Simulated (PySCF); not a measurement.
Identify the unknown among the candidates.

All candidates are C6H12N2Si.

| technique | computed result |
| --- | --- |
| Rotational structure | rotational constants A, B, C: 1.526, 1.261, 0.902 GHz [GFN2-xTB] |
| 1H NMR | chemical shifts (computed TMS as zero) by class: 8.88 (1 H), 8.82 (1 H), 5.01 (2 H), 1.93 (2 H), 1.31 (6 H) ppm [GIAO PBE0/pcSseg-1] |
| NMR, other nuclei | isotropic shieldings of nuclei other than C and H, by class: -148 (1 N), -34 (1 N), 373 (1 Si) ppm [GIAO PBE0/pcSseg-1] |
| 13C NMR | chemical shifts (computed TMS as zero) by class: 176.0 (1 C), 124.2 (1 C), 27.8 (1 C), 27.0 (2 C), 24.1 (1 C) ppm [GIAO PBE0/pcSseg-1] |
| Dipole | 2.67 D [PBE0/pcSseg-1] |

Gas-phase values; electronic properties from PySCF, density fitting. Levels stand in brackets. The structure is a single GFN2-xTB conformer in the gas phase; no vibrational or solvent corrections. Each NMR value is the plain mean over a class of atoms that symmetry, rotation or inversion makes alike.

**Question.** Which candidate is it?
A. `CCCn1nccc1[SiH3]`
B. `C=CN([SiH3])[C@@H](C)CC#N`
C. `C=N[SiH2]C(C)(C)CC#N`

**Answer.** C. It is `C=N[SiH2]C(C)(C)CC#N`. Numbering: `[CH2:1]=[N:2][SiH2:3][C:4]([CH3:5])([CH3:6])[CH2:7][C:8]#[N:9]`. Its formula, C6H12N2Si, gives 3 degrees of unsaturation: 0 rings and 3 π bonds in the structure found. 6 carbons fall into 5 classes; from least to most shielded: C=N carbon [C1] (176.0 ppm), nitrile carbon [C8] (124.2 ppm), sp3 carbon next to a nitrile [C7] (27.8 ppm), methyl carbon [C5/C6] (27.0 ppm, 2 C, up to 3.5 ppm apart in this geometry), sp3 carbon bound to silicon [C4] (24.1 ppm). Hydrogen classes from least to most shielded: 1 H on a C=N carbon, C1 (8.88 ppm), 1 H on a C=N carbon, C1 (8.82 ppm), 2 H on an SiH2 silicon, Si3 (5.01 ppm), 2 H on an sp3 carbon next to a nitrile, C7 (1.93 ppm), 6 H on 2 methyl carbons, C5/C6 (1.31 ppm, a mean of values up to 1.1 ppm apart in this geometry). The other shieldings belong to: -148 ppm, C=N nitrogen [N2]; -34 ppm, nitrile nitrogen [N9]; 373 ppm, SiH2 silicon [Si3]. The optimised geometry has point group C1 and is an asymmetric top.

The others, at the same levels:
- `CCCn1nccc1[SiH3]` fails: it has 6 carbon classes against 5; its computed 13C shifts are 142.4 (1 C), 130.9 (1 C), 123.3 (1 C), 57.7 (1 C), 30.5 (1 C), 13.3 (1 C) ppm, 1H shifts are 7.61 (1 H), 6.65 (1 H), 4.52 (3 H), 4.15 (2 H), 1.86 (2 H), 1.09 (3 H) ppm and rotational constant A is 1.772 GHz (against 1.526 GHz).
- `C=CN([SiH3])[C@@H](C)CC#N` fails: it has 6 carbon classes against 5; its computed 13C shifts are 142.4 (1 C), 123.3 (1 C), 91.8 (1 C), 59.4 (1 C), 26.2 (1 C), 22.4 (1 C) ppm, 1H shifts are 6.27 (1 H), 4.72 (3 H), 4.33 (1 H), 4.09 (1 H), 3.43 (1 H), 2.43 (1 H), 2.29 (1 H), 1.44 (3 H) ppm and rotational constant A is 2.355 GHz (against 1.526 GHz).

Each candidate is one conformer, not necessarily the lowest. Dipoles, sizes and rotational constants follow the conformer. The torsions of the flexible species, by atom-mapped SMILES:
- `[CH2:1]=[N:2][SiH2:3][C:4]([CH3:5])([CH3:6])[CH2:7][C:8]#[N:9]`: C1–N2–Si3–C4 123°, N2–Si3–C4–C5 -172°, Si3–C4–C7–C8 -56°
- `[CH3:1][CH2:2][CH2:3][n:4]1[n:5][cH:6][cH:7][c:8]1[SiH3:9]`: C1–C2–C3–N4 -179°, C2–C3–N4–N5 -87°
- `[CH2:1]=[CH:2][N:3]([SiH3:4])[C@@H:5]([CH3:6])[CH2:7][C:8]#[N:9]`: C1–C2–N3–Si4 -5°, C2–N3–C5–C6 -59°, N3–C5–C7–C8 167°
